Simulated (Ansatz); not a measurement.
Mulliken charges of `Cl[CH2][ZnH]` from ωB97M-V/def2-TZVPP in Ansatz (PBE0-D4/def2-TZVP geometry).

```json
{"atom": "Cl1", "x (Å)": "0.988", "y (Å)": "-1.687", "z (Å)": "-0.304", "charge (e)": "-0.158"}
{"atom": "C2", "x (Å)": "-0.200", "y (Å)": "-0.355", "z (Å)": "-0.572", "charge (e)": "-0.335"}
{"atom": "Zn3", "x (Å)": "0.084", "y (Å)": "0.898", "z (Å)": "0.902", "charge (e)": "0.293"}
{"atom": "H4", "x (Å)": "0.007", "y (Å)": "0.052", "z (Å)": "-1.561", "charge (e)": "0.146"}
{"atom": "H5", "x (Å)": "-1.186", "y (Å)": "-0.817", "z (Å)": "-0.593", "charge (e)": "0.146"}
{"atom": "H6", "x (Å)": "0.349", "y (Å)": "1.846", "z (Å)": "2.082", "charge (e)": "-0.092"}
```

**Question.** By hand: the dipole of these point charges (1 e Å = 4.8032 D).

**Answer.** Σ q r = (-0.269, 0.367, -0.002) e Å, of length 0.455 e Å = 2.19 D.

**Question.** How does the dipole of the full density compare? (Best estimate.)

**Answer.** Ansatz gave: (-0.278, 0.282, -0.089) e Å, 1.95 D; the point charges give 1.12 times that, at 15° from its direction.

Point charges leave out the atoms' own dipoles, such as those of lone pairs, and Mulliken's split depends on the basis, so the close match here is no proof of good charges.
